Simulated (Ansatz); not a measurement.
FH9O3Si3Zr (`[F][Zr]([O][SiH3])([O][SiH3])[O][SiH3]`). Total charge 0; spin multiplicity 1. Zr takes the def2 core potential. All single points use the PBE0-D4/def2-TZVP geometry. It is one conformer, not always the lowest.

```xyz
17

F    -1.025    0.608   -2.663
Zr   -0.353    0.208   -0.917
O     0.582    1.748   -0.210
Si    1.389    3.006    0.460
O     0.869   -1.289   -1.015
Si    1.916   -2.549   -1.028
O    -1.823   -0.240    0.260
Si   -3.019   -0.626    1.311
H     1.392    4.157   -0.480
H     0.725    3.409    1.727
H     2.790    2.604    0.748
H     1.166   -3.821   -1.198
H     2.877   -2.391   -2.150
H     2.664   -2.590    0.256
H    -2.498   -0.576    2.702
H    -3.514   -1.997    1.023
H    -4.139    0.340    1.173
```

Task: What is the dipole moment at r2SCAN/def2-TZVPP? (Best estimate.)

Result: Ansatz gave: 1.18 D, with components (0.41, -0.25, 1.07) D in this frame, pointing from negative to positive charge.

Task: And with PBE, B3LYP, ωB97M-V? (An estimate is asked.)

Result: Computed: PBE 1.17 D, B3LYP 1.27 D, ωB97M-V 1.19 D.

Task: Give the Mulliken charges with r2SCAN, ωB97M-V, PBE in def2-TZVPP. (Estimate.)

Result: Ansatz gave: 
```
atom  r2SCAN  ωB97M-V    PBE
  F1   -0.40    -0.40  -0.36
 Zr2    1.55     1.52   1.35
  O3   -0.56    -0.54  -0.46
 Si4    0.41     0.27   0.30
  O5   -0.56    -0.54  -0.46
 Si6    0.41     0.27   0.30
  O7   -0.56    -0.54  -0.46
 Si8    0.41     0.27   0.30
  H9   -0.08    -0.03  -0.06
 H10   -0.08    -0.03  -0.06
 H11   -0.08    -0.03  -0.06
 H12   -0.08    -0.03  -0.06
 H13   -0.08    -0.03  -0.06
 H14   -0.08    -0.04  -0.06
 H15   -0.08    -0.04  -0.06
 H16   -0.08    -0.03  -0.06
 H17   -0.08    -0.03  -0.06
```

B3LYP here is the variant with VWN-RPA as its local correlation; programs differ in this.
